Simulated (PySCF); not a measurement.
Job file and geometry (Å, from PBE0-D3(BJ)/def2-SVP) of a spin–spin coupling run on SMILES C#[C][GeH2][C](=O)C(F)(F)F, C$_{4}$H$_{3}$F$_{3}$GeO, B3LYP/pcJ-1 Ge:pcSseg-1 indirect spin-spin coupling, non-relativistic, gas phase (PySCF); density fitting, a coarse starting grid and PySCF grid level 2 are the driver's defaults:

```
$ OMP_NUM_THREADS=1 python probes_run.py task.json out

{"job": {"kind": "j", "xc": "B3LYP", "basis": "pcJ-1"}, "charge": 0, "multiplicity": 1}
C      3.362638    -0.233207     0.104072
C      2.247714     0.245034     0.176814
Ge     0.492723     0.938017     0.263006
C     -0.687147    -0.473325    -0.559714
O     -0.312644    -1.241282    -1.395887
C     -2.146937    -0.513235    -0.064641
F     -2.920665    -1.262519    -0.822912
F     -2.171561    -0.981065     1.182909
F     -2.630289     0.733874    -0.045591
H      4.350849    -0.652832     0.033521
H      0.378812     2.204761    -0.593517
H      0.076241     1.207502     1.712890
```

Task: What does the program print?

Result: 
```
coarse grid: 56632 points
cycle   1  E = -2605.4081219543  dE =  7.991e-01  |g| = 1.554e+00  |ddm| = 3.527e+00
cycle   2  E = -2604.2640139332  dE =  1.144e+00  |g| = 2.935e+00  |ddm| = 2.813e+00
cycle   3  E = -2605.6801239058  dE = -1.416e+00  |g| = 5.844e-01  |ddm| = 2.299e+00
cycle   4  E = -2605.7336581674  dE = -5.353e-02  |g| = 1.791e-01  |ddm| = 4.350e-01
cycle   5  E = -2605.7376482426  dE = -3.990e-03  |g| = 7.332e-02  |ddm| = 1.209e-01
cycle   6  E = -2605.7385303399  dE = -8.821e-04  |g| = 2.927e-02  |ddm| = 5.380e-02
cycle   7  E = -2605.7387348200  dE = -2.045e-04  |g| = 8.688e-03  |ddm| = 2.016e-02
cycle   8  E = -2605.7387475463  dE = -1.273e-05  |g| = 1.406e-03  |ddm| = 6.085e-03
cycle   9  E = -2605.7387478883  dE = -3.420e-07  |g| = 2.621e-04  |ddm| = 1.283e-03
final grid: 120008 points
cycle  10  E = -2605.7385179249  dE =  1.406e-09  |g| = 4.942e-04  |ddm| = 1.172e-03
cycle  11  E = -2605.7385177778  dE =  1.470e-07  |g| = 1.047e-03  |ddm| = 9.462e-04
cycle  12  E = -2605.7385179649  dE = -1.871e-07  |g| = 1.141e-04  |ddm| = 6.609e-04
cycle  13  E = -2605.7385179670  dE = -2.029e-09  |g| = 1.808e-05  |ddm| = 6.365e-05
cycle  14  E = -2605.7385179670  dE = -5.730e-11  |g| = 8.165e-06  |ddm| = 1.612e-05
converged SCF energy = -2605.7385179670

Indirect spin-spin couplings (Hz)
  i      j    bonds     total        FC       PSO       DSO        SD
  0 C    6 F    5      0.357     0.507     0.102    -0.197    -0.055
  0 C    8 F    5      0.158     0.235     0.210    -0.267    -0.020
  0 C    9 H    1    266.475   267.406    -1.342     0.411         -
  0 C   10 H    3      4.958     5.004     0.398    -0.444         -
  0 C   11 H    3      4.844     4.895     0.395    -0.446         -
  1 C    6 F    4      1.319     1.273     0.210    -0.256     0.092
  1 C    7 F    4      0.201     0.298     0.053    -0.166     0.016
  1 C    8 F    4      1.580     1.931     0.047    -0.387    -0.011
  1 C    9 H    2     46.956    42.310     5.620    -0.974         -
  1 C   10 H    2      9.899    10.443     0.004    -0.548         -
  1 C   11 H    2     12.354    12.919    -0.001    -0.564         -
  3 C    6 F    2     26.330    21.740     2.071     0.257     2.262
  3 C    7 F    2     48.437    49.164    -1.298     0.430     0.141
  3 C    8 F    2     59.862    59.168    -0.641     0.449     0.886
  3 C    9 H    4     -1.266    -1.177     0.084    -0.174         -
  3 C   10 H    2      9.248     9.613    -0.127    -0.238         -
  3 C   11 H    2     12.803    13.306    -0.194    -0.309         -
  4 O    6 F    3     -7.071    -1.137    -3.840    -0.064    -2.030
  4 O    7 F    3      3.829    -0.839    -0.942     0.112     5.498
  4 O    8 F    3     -0.914     0.633    -3.825     0.165     2.112
  4 O   10 H    3     -0.837    -0.992    -0.033     0.188         -
  4 O   11 H    3     -2.185    -2.684     0.117     0.382         -
  5 C    6 F    1   -375.168  -340.427   -42.893     1.532     6.620
  5 C    7 F    1   -354.408  -330.616   -34.594     1.560     9.242
  5 C    8 F    1   -342.798  -320.432   -33.521     1.579     9.575
  5 C    9 H    5     -0.271    -0.217     0.105    -0.158         -
  5 C   10 H    3      1.353     1.502    -0.032    -0.118         -
  5 C   11 H    3     -0.530    -0.576    -0.170     0.216         -
  6 F    7 F    2     45.866    31.556   -33.793    -0.259    48.362
  6 F    8 F    2     33.810    26.900   -39.226    -0.203    46.339
  6 F    9 H    6     -0.268    -0.196     0.542    -0.654     0.040
  6 F   10 H    4      1.420     1.735     0.812    -1.064    -0.063
  6 F   11 H    4     -0.856    -0.462     0.845    -1.226    -0.012
  7 F    8 F    2    123.575    46.102    13.972    -0.045    63.546
  7 F    9 H    6     -0.160    -0.033     0.415    -0.543     0.000
  7 F   10 H    4     -3.050    -2.261     0.999    -1.693    -0.095
  7 F   11 H    4      7.851     7.211    -0.812     1.403     0.048
  8 F   10 H    4      5.721     5.744    -0.718     0.666     0.030
  8 F   11 H    4      2.235     1.932    -0.513     0.836    -0.020
  9 H   10 H    4     -2.527    -2.028     0.904    -1.403         -
  9 H   11 H    4     -2.239    -1.722     0.891    -1.408         -
 10 H   11 H    2     11.812    15.265     0.949    -4.402         -
```

Size and cost of the density-fitted run: 287 basis functions, 2.4 min wall time on 1 thread of an Arm Neoverse N1, shared host; peak memory 1.3 GiB.
